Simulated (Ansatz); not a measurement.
`CC[CH2][AlH2]` → `C[CH2][AlH2]` + `[CH2]` (triplet) at 298.15 K and 1 bar (formal loss of a carbene).

Isolated molecules relaxed with PBE0-D4/def2-TZVP in Ansatz; ΔE leaves out vibrations. CCSD(T)/CBS adds triple-zeta CCSD(T) − MP2 to the extrapolated MP2 energy (def2 sets, frozen cores). This one scheme is used for every species. Triplets are unrestricted, without spin–orbit coupling. One conformer a species, not always the lowest.

```json
{"species": "`CC[CH2][AlH2]`", "CCSD(T)/CBS energy (Eh)": "-361.57379", "H − E (kJ/mol)": "298.1", "S (J/(mol·K))": "339.3"}
{"species": "`C[CH2][AlH2]`", "CCSD(T)/CBS energy (Eh)": "-322.31200", "H − E (kJ/mol)": "219.9", "S (J/(mol·K))": "307.9"}
{"species": "`[CH2]` (triplet)", "CCSD(T)/CBS energy (Eh)": "-39.09499", "H − E (kJ/mol)": "55.4", "S (J/(mol·K))": "195.3"}
```

H − E and S are ideal-gas, rigid-rotor, harmonic terms from PBE0-D4/def2-TZVP, for one conformer and one mirror image of each species, with the whole ground term of open shells counted as degenerate. 1 Eh = 2625.50 kJ/mol, R = 8.31446 J/(mol·K).

Q: By hand: ΔE, ΔH, ΔS and ΔG.

A: ΔE = (-322.31200) + (-39.09499) − (-361.57379) = 0.16680 Eh = 437.9 kJ/mol. Δ(H − E) = 219.9 + 55.4 − 298.1 = -22.8, so ΔH = 415.1 kJ/mol. ΔS = 307.9 + 195.3 − 339.3 = 163.9 J/(mol·K). ΔG = 415.1 − 298.15 × (163.9)/1000 = 366.2 kJ/mol.

Q: By hand: the equilibrium constant, and the temperature at which ΔG would vanish if ΔH and ΔS stayed fixed.

A: log₁₀ K = −ΔG/(RT ln 10) = -64.2. ΔG = 0 at ΔH/ΔS = 2533 K, far beyond where these terms or the molecules hold.

The number of gas molecules changes by +1, which sets the sign of ΔS. A doubt of 5 kJ/mol in ΔE shifts log₁₀ K by 0.9 here. Other conformers and mirror images would add mixing entropy, several J/(mol·K) or more a flexible species. Modes under 60 cm⁻¹, often nearly free rotors, make the harmonic entropy too high. A triplet takes part, so the spin changes. These are equilibria of isolated gas molecules and say nothing of rates. Largest T1 diagnostic: 0.011 (customary marks: 0.02 for closed shells, 0.045 for open ones).
